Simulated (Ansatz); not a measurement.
Tc, sextet (core potentials on Tc); Ansatz (a first-principles code) with HF/def2-SVP.

Here is a job for Ansatz.
Ansatz 0.2 input:
```yaml
crystal:
  periodic: [false, false, false]
  atoms:
    - {symbol: Tc, position_ang: [0.00000000, 0.00000000, 0.00000000]}
basis:
  gaussian:
    orbitals: def2-SVP
hamiltonian:
  xc: hf
magnetization: {spin_polarized: true, initial_magnetization: 5}
```

Question: What does Ansatz print? Leave out banner, timings and long lists.

Answer: 
```
Functional definition: HF
211 factors; integrals over basis functions are off by at most 2.4e-4 eV
mean field evaluation 1: about -2179.2294 eV, gradient 4.2e0 eV
mean field evaluation 2: about -2179.2310 eV, gradient 4.2e0 eV
mean field evaluation 4: about -2179.3941 eV, gradient 2.8e-1 eV
mean field evaluation 8: about -2179.3960 eV, gradient 7.0e-6 eV
mean field evaluation 16: about -2178.7551 eV, gradient 2.1e0 eV
mean field evaluation 32: about -2176.3901 eV, gradient 6.6e0 eV
mean field evaluation 64: about -2178.4493 eV, gradient 4.0e0 eV
mean field -2179.39596593 eV, -80.0913245003 hartree, gradient 1.8e-5 eV, S^2 8.791073; 3 other end points of the search recorded, 0 dependent functions left out
reference -2179.39596593 eV, -80.0913245003 hartree; 10, 5 occupied and 21, 26 virtual orbitals, 211 factors
Total energy: -2179.39596593 eV, -80.0913245003 hartree
```
